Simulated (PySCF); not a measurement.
C₉H₅F₃, SMILES C#Cc1ccc(C(F)(F)F)cc1, GFN2-xTB optimised geometry.

```
17

C     -2.06    -3.03    -0.01
C     -1.46    -1.99     0.00
C     -0.75    -0.77     0.00
C     -1.44     0.45     0.00
C     -0.75     1.64     0.00
C      0.64     1.63     0.00
C      1.40     2.93     0.03
F      0.73     3.93    -0.56
F      1.65     3.33     1.29
F      2.59     2.85    -0.58
C      1.34     0.43     0.00
C      0.65    -0.77     0.00
H     -2.59    -3.93    -0.01
H     -2.52     0.44     0.00
H     -1.28     2.58     0.00
H      2.42     0.44     0.00
H      1.18    -1.70     0.00
```

Density from PBE/def2-SVP run with PySCF 2.14.0 at that geometry.

Minimum of the electron density along straight lines between bonded atoms, close to the bond critical point (lines longer than 1.1 times the sum of covalent radii, or with two minima, are not listed):

| bond | length / Å | ρ at the minimum / e bohr⁻³ | ∇²ρ there / e bohr⁻⁵ | position (fraction from the first atom) |
|---|---|---|---|---|
| C1–C2 | 1.200 | (withheld) | -1.04 | 0.49 |
| C2–C3 | 1.415 | 0.286 | -0.70 | 0.52 |
| C3–C4 | 1.396 | 0.303 | -0.74 | 0.51 |
| C4–C5 | 1.380 | 0.311 | -0.77 | 0.50 |
| C5–C6 | 1.390 | 0.305 | -0.74 | 0.50 |
| C6–C7 | 1.501 | 0.267 | -0.66 | 0.47 |
| C7–F8 | 1.342 | 0.276 | -0.27 | 0.35 |
| C7–F9 | 1.350 | 0.273 | (withheld) | 0.35 |
| C7–F10 | 1.342 | 0.276 | -0.27 | 0.35 |
| C6–C11 | 1.390 | 0.305 | -0.74 | 0.51 |
| C3–C12 | 1.396 | 0.303 | -0.74 | 0.51 |
| C11–C12 | 1.380 | 0.311 | -0.77 | 0.50 |
| C1–H13 | 1.049 | 0.292 | -1.20 | 0.66 |
| C4–H14 | 1.079 | 0.283 | -1.08 | 0.64 |
| C5–H15 | 1.079 | 0.283 | -1.08 | 0.64 |
| C11–H16 | 1.079 | 0.283 | -1.08 | 0.64 |
| C12–H17 | 1.079 | 0.283 | -1.08 | 0.64 |

Question: What belongs in the gaps?

Answer: 
- C1–C2, ρ at the minimum / e bohr⁻³: 0.398
- C7–F9, ∇²ρ there / e bohr⁻⁵: -0.31
